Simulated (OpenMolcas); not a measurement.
## Lines of Fe4+: computed and rescaled rates

- Program: OpenMolcas
- Method: MS-CASPT2, IPEA 0.25 Eh, imaginary shift 0.1 Eh (closed shells correlated: 3s 3p)
- Basis: ANO-RCC-VTZP [6s5p3d2f1g]
- Scalar Hamiltonian: DKH2, point nucleus
- Active space: 4 electrons in 5 orbitals (3d)
- State averaging: 2S+1 = 5 even, 5 roots; 2S+1 = 3 even, 45 roots; 2S+1 = 1 even, 50 roots
- Spin-orbit coupling: RASSI with atomic mean-field integrals over the reference wave functions, term energies averaged over their components

Rates come from the transition moments of the reference wave functions (E1 and E2 in the length form). At fixed line strength A goes as λ^-3 for E1 and M1 and as λ^-5 for E2, so a rate at the computed wavelength can be rescaled to the measured one. Measured vacuum wavelengths follow from level energies in Corliss and Sugar, J. Phys. Chem. Ref. Data 11, 135 (1982). Branching counts decays inside the model space alone, at computed energies, and the table is only a selection of the E2 and M1 lines, drawn from those between levels with measured partners whose computed energy lies within a factor of 1.5 of the measured one.

| Upper | Lower | Type | λ computed (nm) | λ measured (nm) | A computed (s-1) | A rescaled (s-1) | Branching % |
| --- | --- | --- | --- | --- | --- | --- | --- |
| 3d⁴ ¹S₀(2) | 3d⁴ ¹D₂(1) | E2 | 129.3 | 133.6 | 5.51e+01 | 4.68e+01 | 83.6 |
| 3d⁴ ¹D₂(2) | 3d⁴ ¹G₄(1) | E2 | 169 | 174.7 | 2.97e+01 | 2.52e+01 | 67.0 |
| 3d⁴ ¹G₄(2) | 3d⁴ ¹I₆ | E2 | 285.4 | 296.1 | 3.68e+00 | 3.06e+00 | 62.2 |
| 3d⁴ ³F₂(2) | 3d⁴ ³H₄ | E2 | 255.8 | 267.5 | 3.14e+00 | 2.51e+00 | 36.6 |
| 3d⁴ ³F₄(2) | 3d⁴ ³H₆ | E2 | 261.3 | 272.4 | 2.96e+00 | 2.40e+00 | 37.0 |
| 3d⁴ ¹S₀(1) | 3d⁴ ³P₁(1) | M1 | 640.2 | 682.1 | 1.82e+00 |  | 99.9 |
| 3d⁴ ³P₀(1) | 3d⁴ ⁵D₁ | M1 | 409.5 | 418.2 | 1.66e+00 |  | 100.0 |
| 3d⁴ ³P₀(2) | 3d⁴ ³P₂(1) | E2 | 260.9 | 270.6 | 1.58e+00 | 1.32e+00 | 36.3 |
| 3d⁴ ³P₁(1) | 3d⁴ ⁵D₂ | M1 | 399.3 | 407.2 | 1.28e+00 |  | 88.6 |
| 3d⁴ ³F₄(1) | 3d⁴ ⁵D₄ | M1 | 381.6 | 389.2 | 9.26e-01 |  | 81.8 |
| 3d⁴ ³P₂(1) | 3d⁴ ⁵D₃ | M1 | 382 | 389.6 | 8.61e-01 |  | 90.0 |
| 3d⁴ ³F₃(1) | 3d⁴ ⁵D₃ | M1 | 376.2 | 384 | 5.40e-01 |  | 65.4 |
| 3d⁴ ¹D₂(1) | 3d⁴ ³F₃(1) | M1 | 486.1 | 514.2 | 5.40e-01 |  | 38.0 |
| 3d⁴ ³D₃ | 3d⁴ ⁵D₄ | M1 | 275.4 | 282.9 | 4.49e-01 |  | 58.9 |
| 3d⁴ ³D₂ | 3d⁴ ⁵D₁ | M1 | 265.3 | 273.1 | 2.32e-01 |  | 36.7 |
| 3d⁴ ³F₂(1) | 3d⁴ ⁵D₂ | M1 | 371.6 | 379.6 | 2.32e-01 |  | 56.4 |
| 3d⁴ ¹I₆ | 3d⁴ ³H₆ | M1 | 804.5 | 834.5 | 1.73e-01 |  | 56.4 |
| 3d⁴ ¹I₆ | 3d⁴ ³H₅ | M1 | 781.3 | 813.9 | 1.33e-01 |  | 43.5 |
| 3d⁴ ³H₄ | 3d⁴ ⁵D₄ | M1 | 416.8 | 422.8 | 4.49e-03 |  | 83.6 |
| 3d⁴ ⁵D₄ | 3d⁴ ⁵D₃ | M1 | 18710 | 20850 | 4.14e-03 | 2.99e-03 | 100.0 |
| 3d⁴ ⁵D₃ | 3d⁴ ⁵D₂ | M1 | 23540 | 25920 | 3.56e-03 | 2.67e-03 | 100.0 |
| 3d⁴ ⁵D₂ | 3d⁴ ⁵D₁ | M1 | 33590 | 36340 | 1.50e-03 | 1.18e-03 | 100.0 |
| 3d⁴ ³H₆ | 3d⁴ ³H₅ | M1 | 27100 | 33050 | 1.12e-03 | 6.17e-04 | 98.8 |
| 3d⁴ ³H₅ | 3d⁴ ³H₄ | M1 | 29890 | 34080 | 9.84e-04 | 6.64e-04 | 98.6 |
| 3d⁴ ⁵D₁ | 3d⁴ ⁵D₀ | M1 | 64860 | 70370 | 1.98e-04 | 1.55e-04 | 100.0 |

Spin-changing lines and M1 lines between different terms are not rescaled, since their strength hangs on the term gaps too.

The largest correction is for 3d⁴ ³H₆ → 3d⁴ ³H₅ (M1): 1.12e-03 × (27100 / 33050)^3 = 6.17e-04 s-1, a factor of 0.55.

The computed rate and branching of 3d⁴ ⁵D₁ → 3d⁴ ⁵D₀ give the upper level a radiative lifetime of 1.000 / 1.98e-04 s-1 = 5.05e+03 s, counting decays inside the model space alone. The rescaled rate gives about 6.5e+03 s.

The computed order of these levels differs from the measured one in 1 place, and where term gaps are wrong the rates of spin-changing lines can be off by large factors.

These are rates of the free ion; in crystals, glasses and complexes forced electric-dipole and non-radiative decay shorten such lifetimes by orders of magnitude. No measured rate stands beside these. Rescaling mends the energy factor alone: line strengths can still be far off where a level mixes with configurations outside the active space, and weak or spin-changing lines hang on small mixing coefficients that depend on the term gaps too, so rescaling need not improve them.

Term energies are means over components that CASPT2 splits; among the terms shown or strongly mixed into the levels shown the widest spread is 1100 cm-1 (3d⁴ ¹I). The CASPT2 spread within a term exceeds the gap to the next term for 3d⁴ ³H and 3d⁴ ³P(1), 3d⁴ ³D and 3d⁴ ¹G(1), 3d⁴ ¹G(1) and 3d⁴ ¹I and others, so the order of their levels is uncertain, and so are names and mixing where such terms share a J. Computed and measured levels are paired by configuration, term and J; levels that our copy of the source lacks, or whose pairing is in doubt (as where it misses far off the trend of its configuration), stay unpaired. Only configurations of the active space appear.

A number in round brackets counts repeated terms of one configuration in the order of the reference energies.
